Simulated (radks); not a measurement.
Question: Species: Hg VII. Configuration: [Xe] 4f14 5d6 (the NIST ground configuration). Calculated with a radial shooting solver on a logarithmic mesh with Libxc functionals: scalar-relativistic Kohn-Sham, BLYP, spin-unpolarised, spherical densities, point nucleus. Some entries of the table are withheld. Estimate them.

| orbital | occ. | eigenvalue (eV) | <1/r> (bohr^-1) |
|---|---|---|---|
| 1s | 2 | -83285.03 | 97.67 |
| 2s | 2 | -14833.87 | 22.91 |
| 2p | 6 | -12801.88 | 20.28 |
| 3s | 2 | -3587.174 | 8.490 |
| 3p | 6 | (1) | 7.721 |
| 3d | 10 | (2) | 7.260 |
| 4s | 2 | -856.9803 | 3.645 |
| 4p | 6 | -664.5710 | 3.286 |
| 4d | 10 | -436.5084 | 2.948 |
| 5s | 2 | -204.0172 | (3) |
| 4f | 14 | -183.5546 | 2.540 |
| 5p | 6 | -150.8313 | 1.316 |
| 5d | 6 | (4) | 1.025 |

Answer: 
(1) 3p eigenvalue (eV): -3000.272
(2) 3d eigenvalue (eV): -2383.475
(3) 5s <1/r> (bohr^-1): 1.526
(4) 5d eigenvalue (eV): -89.1466
